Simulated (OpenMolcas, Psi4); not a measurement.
# CH2NSn (SMILES N#[C][SnH2]): methods side by side

CH2NSn has 5 atoms, charge 0, and is taken as a doublet. SMILES: `N#[C][SnH2]`. The coordinates come from a PBE0-D4/def2-TZVP relaxation.

```xyz
5

N     0.8338   -1.5357    1.6656
C     0.5060   -0.8515    0.7960
Sn    0.0096    0.3311   -0.8863
H    -1.6485    0.0382   -1.1840
H     0.3490    1.9444   -0.4326
```

Quantity: the energy change with the Sn3–H4 bond stretched from 1.710 to 2.223 Å, in eV. The values are calculated.

```
                                                              level                    kind     program  value (eV)  less CCSD(T)/def2-SVPD  CPU time (all runs)
                                     UHF/def2-SVPD (core potential)            Hartree–Fock        Psi4        1.02                   +0.12                 27 s
                                  USVWN5/def2-SVPD (core potential)                     LDA  OpenMolcas        0.81                   -0.09                 56 s
                                U-revPBE/def2-SVPD (core potential)                     GGA  OpenMolcas        0.74                   -0.16                 90 s
                                U-r2SCAN/def2-SVPD (core potential)                meta-GGA  OpenMolcas        0.87                   -0.03              2.2 min
                                  UBHLYP/def2-SVPD (core potential)           global hybrid  OpenMolcas        0.95                   +0.05                 87 s
                               U-wB97X-V/def2-SVPD (core potential)  range-separated hybrid        Psi4        0.97                   +0.07              6.3 min
UB2PLYP/def2-SVPD (core potential, density fitting for correlation)           double hybrid        Psi4        0.91                   +0.01                 71 s
                                    UMP2/def2-SVPD (core potential)     perturbation theory        Psi4        1.06                   +0.16                 30 s
                               ROCCSD(T)/def2-SVPD (core potential)   coupled cluster or CI  OpenMolcas        0.90                    0.00              2.7 min
```

Differences are taken from ROCCSD(T)/def2-SVPD (core potential) for orientation; it has basis-set and higher-order errors of its own. The first shape isn't each level's own minimum. The values span 0.74 to 1.06 eV. In the correlated wave-function rows the outer d shell of Sn is correlated, in sets not made for it. CPU times are rough (shared hosts, several kinds of processor): they show what a rung costs within a factor of a few.
